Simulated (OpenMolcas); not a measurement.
## F II: effect of the active space

```json
{
 "Program": "OpenMolcas",
 "Method": "CASSCF",
 "Basis": "ANO-R1",
 "Scalar Hamiltonian": "X2C, finite nucleus",
 "Spin-orbit coupling": "state interaction with AMFI integrals over the reference wave functions, term energies averaged over their components"
}
```

A. 4 electrons in 3 orbitals (2p); 2S+1 = 3 even, 3 roots; 2S+1 = 1 even, 6 roots; cost about 2 core-seconds
B. 6 electrons in 4 orbitals (2s 2p); 2S+1 = 3 even, 3 roots; 2S+1 = 1 even, 6 roots; 2S+1 = 3 odd, 3 roots; 2S+1 = 1 odd, 3 roots; cost of the order of 7 core-seconds

Energies in cm⁻¹ above 2s² 2p⁴ ³P₂, the measured ground level; measured values from NIST Handbook of Basic Atomic Spectroscopic Data.

```json
{"Level": "2s² 2p⁴ ³P₂", "A": "0.0", "B": "0.0", "Measured": "0.0"}
{"Level": "2s² 2p⁴ ³P₁", "A": "322", "B": "322", "Measured": "341"}
{"Level": "2s² 2p⁴ ³P₀", "A": "478", "B": "477", "Measured": "490"}
{"Level": "2s² 2p⁴ ¹D₂", "A": "22744", "B": "22742", "Measured": "20873"}
{"Level": "2s² 2p⁴ ¹S₀", "A": "56416", "B": "42404", "Measured": "44918"}
```

Deviations, from unrounded energies. A percentage is the sum of absolute deviations over the sum of measured energies, with the sign that they share, or ± where signs differ.

```json
{"Against measurement": "mean absolute deviation (cm-1)", "Levels": "4", "A": "3300", "B": "1100"}
{"Against measurement": "fine structure of the ground term (%)", "Levels": "2", "A": "-3.6", "B": "-3.8"}
{"Against measurement": "other terms of the ground configuration (%)", "Levels": "2", "A": "+20.3", "B": "±6.7"}
```

B lies closest to measurement on these levels. The largest miss of B in the table is 2s² 2p⁴ ¹S₀, by -2500 cm-1. The ranking rests on the paired levels alone, and a cruder setting can come out closer through cancelling errors.

Between A and B the level of the table that moves most is 2s² 2p⁴ ¹S₀, by 14000 cm-1 (lowest in B, highest in A).

Without dynamic correlation excited terms often stand tens of per cent too high (terms of higher spin than the ground term too low), and those without a measured partner can miss by more than the paired ones. With the s shell closed, the reference lacks s² → p² mixing (holds for A). Computed and measured levels are paired by configuration, term and J; levels that our copy of the source lacks, or whose pairing is in doubt (as where it misses far off the trend of its configuration), stay unpaired and out of the deviations. Only configurations of the active space appear. The table leaves out levels that lie high or whose names do not pair safely across all columns.
